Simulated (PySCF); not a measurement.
C2H5F2OSi2 (doublet state).
Structure used (GFN2-xTB), in Å, numbered top down from 1:
```
atom  x, y, z in Å
F1    -0.1915   -1.9946   -0.7436
C2    -0.2036   -1.0178    0.2534
C3    -1.2747    0.0128   -0.0893
Si4   -0.4207    1.3930   -1.1190
F5    -0.7322    2.8114   -0.3893
O6     1.1446    1.1062   -0.7142
Si7    1.5281   -0.1555    0.2439
H8    -0.4636   -1.5598    1.1683
H9    -1.6417    0.4716    0.8302
H10   -2.1168   -0.4711   -0.5798
H11    1.8566    0.3544    1.5686
H12    2.5167   -0.9512   -0.4553
```

The hyperfine couplings belong to this conformer and change with its torsions.

Identity: `F[C@@H]1C[Si](F)O[SiH2]1` [radical].

Computed, not measured: PySCF 2.14.0, UKS B3LYP, pcH-1 on C F H O Si, non-relativistic, mean-field spin-orbit, GIAO. The structure is a single GFN2-xTB conformer in the gas phase; no vibrational or solvent corrections. Couplings are sensitive to structure, and on GFN2-xTB geometries they can be far from those on DFT ones, by a factor of two or more for some ions and for spin on atoms past the first row. Stability of the SCF solution: not tested.

Task: The isotropic 13C couplings are +101.4, +1.1 MHz. Assign them to C2; C3.

Result: 
```csv
site,a_iso (MHz),ρ(0) (bohr⁻³),position,distance from Si4 (Å),spin population,largest |T| (MHz)
C2,+1.1,+0.0010,2 bonds from Si4,2.78,0.00,2.6
C3,+101.4,+0.0902,1 bond from Si4,1.92,+0.11,27.7
```

Task: Match the computed a_iso(29Si) values -856.8, -26.8 MHz with the sites Si4; Si7.

Result: 
| site | a_iso (MHz) | ρ(0) (bohr⁻³) | position | distance from Si4 (Å) | spin population | largest \|T\| (MHz) |
| --- | --- | --- | --- | --- | --- | --- |
| Si4 | -856.8 | +0.9652 | largest spin population | 0.00 | +0.78 | 138.8 |
| Si7 | -26.8 | +0.0302 | 2 bonds from Si4 | 2.84 | +0.01 | 4.4 |

Task: The isotropic 1H couplings are +18.9, +13.0, -10.1, +9.5, -0.3 MHz. Assign them to H8; H9; H10; H11; H12.

Result: 
```json
{"site": "H8", "a_iso (MHz)": "+18.9", "ρ(0) (bohr⁻³)": "+0.0042", "position": "3 bonds from Si4", "distance from Si4 (Å)": "3.74", "bound to": "C2", "spin population there": "0.00", "largest |T| (MHz)": "2.6"}
{"site": "H9", "a_iso (MHz)": "+13.0", "ρ(0) (bohr⁻³)": "+0.0029", "position": "2 bonds from Si4, on C3 of spin population +0.11", "distance from Si4 (Å)": "2.48", "bound to": "C3", "spin population there": "+0.11", "largest |T| (MHz)": "8.3"}
{"site": "H10", "a_iso (MHz)": "-10.1", "ρ(0) (bohr⁻³)": "-0.0023", "position": "2 bonds from Si4, on C3 of spin population +0.11", "distance from Si4 (Å)": "2.58", "bound to": "C3", "spin population there": "+0.11", "largest |T| (MHz)": "10.5"}
{"site": "H11", "a_iso (MHz)": "+9.5", "ρ(0) (bohr⁻³)": "+0.0021", "position": "3 bonds from Si4", "distance from Si4 (Å)": "3.67", "bound to": "Si7", "spin population there": "+0.01", "largest |T| (MHz)": "2.0"}
{"site": "H12", "a_iso (MHz)": "-0.3", "ρ(0) (bohr⁻³)": "-0.0001", "position": "3 bonds from Si4", "distance from Si4 (Å)": "3.82", "bound to": "Si7", "spin population there": "+0.01", "largest |T| (MHz)": "2.2"}
```

ρ(0) is the spin density at the nucleus and T the dipolar tensor; a_iso includes a spin–orbit part. The Mulliken spin populations are largest on Si4 (+0.78) and C3 (+0.11). No atom but Si4 exceeds +0.15. The angles at Si4 add up to 310.0°, so it is pyramidal.

β density exceeds α density at some nuclei, such as H10 (-0.0023), spin density in bohr⁻³. In a single determinant that takes different orbitals for the two spins, that is spin polarisation.
